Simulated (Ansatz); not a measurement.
GeH6OSn (`[OH][GeH2][SnH3]`), relaxed with RKS PBE-D4/def2-SVP in Ansatz from a rough embedded geometry. The force threshold is 0.03 eV/Å; the program also tests the step.

The species carries charge 0 and has multiplicity 1. Sn takes the def2 core potential.

Start:

```xyz
9

O     1.431    1.683   -0.041
Ge    0.925    0.189    0.709
Sn   -1.262   -0.539   -0.436
H     1.545    1.459   -0.965
H     2.023   -0.905    0.486
H     0.689    0.383    2.243
H    -1.010   -0.807   -2.137
H    -1.805   -2.122    0.288
H    -2.537    0.659   -0.147
```

Problem. How much energy does the relaxation release, and in how many steps? (Estimate.)

Solution. The calculation gave: 20.26 kJ/mol, in 6 steps, 1 of them rejected.

Problem. Which bonds change most? (An estimate is asked.)

Solution. Ansatz gave: Sn3–H8 from 1.823 to 1.731 Å; O1–Ge2 from 1.747 to 1.812 Å; Ge2–Sn3 from 2.573 to 2.635 Å; Sn3–H9 from 1.773 to 1.728 Å.

Problem. Give the relaxed structure. (Best estimate.)

Solution. The calculation gave: 
```xyz
9

O     1.483    1.702   -0.017
Ge    0.935    0.136    0.712
Sn   -1.325   -0.620   -0.411
H     1.630    1.599   -0.975
H     2.046   -0.952    0.552
H     0.765    0.490    2.211
H    -1.090   -0.797   -2.118
H    -1.893   -2.132    0.212
H    -2.551    0.574   -0.166
```
